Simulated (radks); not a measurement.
Results of a calculation; reference values are marked as such.
Task: Ga II, configuration [Ar] 3d10 4s2. Level of theory: scalar-relativistic Kohn-Sham, PBE, spin-unpolarised, spherical densities, finite nucleus; Fermi nuclear charge, rms radius 3.9973 fm (a radial shooting solver on a logarithmic mesh with Libxc functionals). Some entries of the table are withheld. Estimate them.

orbital  occ.  eigenvalue (eV)  <r> (bohr)
1s          2        -10238.19         (1)
2s          2        -1270.582      0.2178
2p          6              (2)      0.1907
3s          2        -156.4050      0.6519
3p          6        -107.1441      0.6792
3d         10         -27.4226      0.8075
4s          2         -16.3320       2.217
4p          0          -9.0680         (3)

Result: 
(1) 1s <r> (bohr): 0.04860
(2) 2p eigenvalue (eV): -1107.116
(3) 4p <r> (bohr): 2.861
